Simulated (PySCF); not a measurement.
```xyz
5
charge 0 multiplicity 2, angstrom
As    0.0000    0.0000    0.0000
H     1.4648    0.0000    0.4576
H     0.0000    1.4648   -0.4576
H    -1.4648    0.0000    0.4576
H     0.0000   -1.4648   -0.4576
```

All numbers come from PySCF, UPBE0, basis As def2-TZVP, H def2-TZVP (no relativity, density fitting).

This geometry of AsH₄ is a stationary point at this level.

(1) What is the point group?

(2) Is it a minimum?

(3) List the harmonic modes with their infrared intensities.

(4) What are the dipole moment and the gap between the highest occupied and lowest empty levels of either spin?

(5) Give the atomic charges and bond orders.

Answers

(1) D2d.

(2) No: it has 1 imaginary mode, at 1211i cm⁻¹ (b2).

(3) 
```
symmetry  ω (cm⁻¹)  IR (km/mol, summed over degenerate members)
      b2     1211i                                            –
      a1       893                                          0.0
       e       934                                          193
      b1      1258                                          0.0
      b2      1793                                          170
       e      2037                                          227
      a1      2161                                          0.0
```

(4) 0.00 D and 2.74 eV.

(5) 
```json
{"atom": "As1", "Mulliken": "-0.25", "Löwdin": "0.08", "polar tensor": "0.47", "spin (Mulliken)": "0.64", "Mayer order to As1": "–"}
{"atom": "H2,3,4,5", "Mulliken": "0.06", "Löwdin": "-0.02", "polar tensor": "-0.12", "spin (Mulliken)": "0.09", "Mayer order to As1": "0.86"}
```

Other isomers or separated fragments may lie lower. At this level a doublet minimum of C2v symmetry lies 80 kJ/mol below this structure.
